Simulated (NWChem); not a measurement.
**Basis-set convergence for H$_{2}$BCl**

```xyz
4

B      0.0000     0.0000     1.1839
H     -1.0601     0.0000     1.7525
H      1.0601     0.0000     1.7525
Cl     0.0000     0.0000    -0.5544
```
Charge 0, spin multiplicity 1.

Program: NWChem. All single points use one geometry, from PBE0/def2-SVP, a minimum by its harmonic frequencies.

Quantity: vertical ionisation energy at the level ΔPBE0 (Δ: difference of total energies, the cation a doublet at the parent's geometry with its hole in an orbital of symmetry b1 (C2v labels); it is the state that the SCF runs reached, from PBE0 orbitals for Hartree-Fock references, and need not be the lowest).

The Pople sets run with spherical d functions. The structure started from a generated list of species. The stability of the SCF solutions was not checked.

```csv
basis,functions,vertical ionisation energy (eV)
STO-3G,16,?
6-31G*,36,11.33
cc-pVDZ,42,11.29
pcseg-1,42,?
6-311++G**,66,11.34
aug-pcseg-1,68,11.34
cc-pVTZ,92,11.30
aug-cc-pVTZ,142,11.30
cc-pVQZ,174,11.30
def2-QZVP,187,11.30
```

Fill in the missing entries.


- STO-3G, vertical ionisation energy (eV): 10.74
- pcseg-1, vertical ionisation energy (eV): 11.39
